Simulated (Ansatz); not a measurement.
Reaction (ligand exchange at the Al–O bond): `C[N](C)[AlH][OH]` + HCl → `C[N](C)[AlH][Cl]` + H₂O

Gas-phase electronic energies from Ansatz, PBE0-D4/def2-TZVP geometries. CBS: MP2 limit from def2 TZ/QZ plus the TZ coupled-cluster correction, frozen cores. This one scheme is used for every species. Functionals use def2-TZVPP. B3LYP here is the variant with VWN-RPA as its local correlation; programs differ in this. HSE06 is defined as in plane-wave codes. Each species was taken in one conformer, which may not be the lowest.

Q: Is it downhill or uphill in electronic energy at CCSD(T)/CBS, and by how much? (Estimate.)

A: The calculation gave: Downhill: ΔE = -38.5 kJ/mol.

Q: What do these levels give: LDA (SPW92), revPBE-D4, B3LYP-D4, r2SCAN0-D4, HSE06-D4, CAM-B3LYP-D4, B3LYP, r2SCAN0, MP2/def2-TZVPP, CCSD/def2-TZVPP, CCSD(T)/def2-TZVPP, MP2/def2-QZVPP? (An estimate is asked.)

A: The calculation gave: LDA (SPW92) -32.7, revPBE-D4 -38.7, B3LYP-D4 -33.6, r2SCAN0-D4 -39.2, HSE06-D4 -41.5, CAM-B3LYP-D4 -30.4, B3LYP -31.2, r2SCAN0 -38.7, MP2/def2-TZVPP -36.2, CCSD/def2-TZVPP -33.6, CCSD(T)/def2-TZVPP -34.0, MP2/def2-QZVPP -38.6 kJ/mol.

Largest T1 diagnostic among the species: 0.012.

Leaving LDA and LC-ωPBE aside and taking each functional with its dispersion term where it has one, the values spread over 11.0 kJ/mol, from HSE06-D4 to CAM-B3LYP-D4. LDA lies +3.7 kJ/mol from PBE without D4. From PBE to PBE0 (25 % exact exchange), in def2-TZVPP and without D4, ΔE moves by −3.3 kJ/mol.
